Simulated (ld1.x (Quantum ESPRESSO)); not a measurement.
Transferability test, ultrasoft potential for Ge

```
Element                 : Ge (Z = 32)
Generator               : ld1.x (Quantum ESPRESSO) 7.5
Type                    : ultrasoft
Functional              : LDA (PZ)
Relativity              : scalar-relativistic
Frozen core             : [Ar]
Valence charge          : 14
Reference configuration : 3d10 4s2 4p2
Partial waves           : 4s (bound): rcut 1.65, rcutus 1.85 bohr; 4s channel at 2.2 Ry: rcut 1.65, rcutus 1.85 bohr; 4p (bound): rcut 1.45, rcutus 1.80 bohr; 4p channel at 0.1 Ry: rcut 1.45, rcutus 1.80 bohr; 3d (bound): rcut 0.80, rcutus 1.05 bohr; 3d channel at -1.05 Ry: rcut 0.80, rcutus 1.05 bohr
Local potential         : all-electron potential smoothed inside 0.90 bohr (lloc = -1)
Core correction         : a·sin(br)/r model core inside 0.55 bohr
Augmentation charge     : built from norm-conserving waves at rcut, not smoothed further
```

Energies are relative to the spin-unpolarised reference configuration 3d10 4s2 4p2; without spin polarisation the order of configurations can differ from experiment. Spin-polarised rows fill each open shell by Hund’s rule, majority spin first.

```json
{"valence configuration": "3d10 4s2 4p1", "charge": "+1", "ΔE all-electron (eV)": "7.636", "error AE − PS (meV)": "-1.3"}
{"valence configuration": "3d10 4s2 4p0", "charge": "+2", "ΔE all-electron (eV)": "23.352", "error AE − PS (meV)": "-5.8"}
{"valence configuration": "3d10 4s1 4p0", "charge": "+3", "ΔE all-electron (eV)": "58.570", "error AE − PS (meV)": "-28"}
{"valence configuration": "3d10 4s1 4p2", "charge": "+1", "ΔE all-electron (eV)": "16.413", "error AE − PS (meV)": "-4.2"}
{"valence configuration": "3d10 4s0 4p4", "charge": "0", "ΔE all-electron (eV)": "16.359", "error AE − PS (meV)": "-5.6"}
{"valence configuration": "3d10 4s1 4p3", "charge": "0", "ΔE all-electron (eV)": "8.044", "error AE − PS (meV)": "-1.8"}
{"valence configuration": "3d10 4s2 4p2.3", "charge": "-0.3", "ΔE all-electron (eV)": "-0.928", "error AE − PS (meV)": "+0.1"}
{"valence configuration": "3d10 4s2 4p2 (spin-polarised)", "charge": "0", "ΔE all-electron (eV)": "-0.563", "error AE − PS (meV)": "+0.6"}
```

(1) What are ΔE and the potential's error for 3d10 4s2 4p1 (spin-polarised)?

Note: ghost state, extra bound levels that the all-electron valence spectrum of the same l lacks: s at -277.2 eV. A true bound ghost makes a file unfit for plane-wave use.

## Answers

(1) ΔE = 7.451 eV all-electron; the error (AE − PS) is -1.1 meV.
